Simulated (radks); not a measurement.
The numbers below are computed, except where a source is named.
Problem. Ionisation of the cerium ion Ce+, [Xe] 4f1 5d2, to [Xe] 4f2 as the strength of local exchange is varied. Level of theory: scalar-relativistic Kohn-Sham, Slater X-alpha exchange (alpha = 2/3 is LDA exchange), no correlation, spin-polarised, spherical densities, finite nucleus; open shells are filled with parallel spins first (spin-orbit coupling, left out, can overturn this in heavy ions); Fermi nuclear charge, rms radius 4.8771 fm (a radial shooting solver on a logarithmic mesh with Libxc functionals).

| alpha | E(Ce+) (hartree) | exchange (hartree) | IE (eV) | -e of the level emptied (eV) | <r> of it (bohr) |
|---|---|---|---|---|---|
| 0.611 | -8831.2081 | -180.1582 | 9.582 | 6.595 (5d) | 2.985 |
| 0.667 | -8847.7867 | -197.0297 | 9.348 | 7.054 (5d) | 2.907 |
| 0.692 | -8855.1976 | -204.5808 | 9.238 | 7.266 (5d) | 2.874 |
| 0.734 | -8867.6616 | -217.2935 | 9.049 | 7.633 (5d) | 2.820 |
| 0.822 | -8893.8316 | -244.0380 | 8.634 | 8.445 (5d) | 2.714 |
| 1.047 | -8961.0815 | -313.0848 | 7.498 | 10.774 (5d) | 2.488 |
| ? | -8927.5453 | -278.5953 | 8.074 | 9.570 (5d) | 2.594 |

Which alpha was used in the last row?

Solution. alpha = 0.935. NIST Atomic Spectra Database: 10.96 eV (semi-empirical). The central value is not met in this range of alpha. Open shells are spherical and high-spin; term and fine-structure splittings are not resolved. Spin-orbit splitting is averaged out at the scalar-relativistic level.
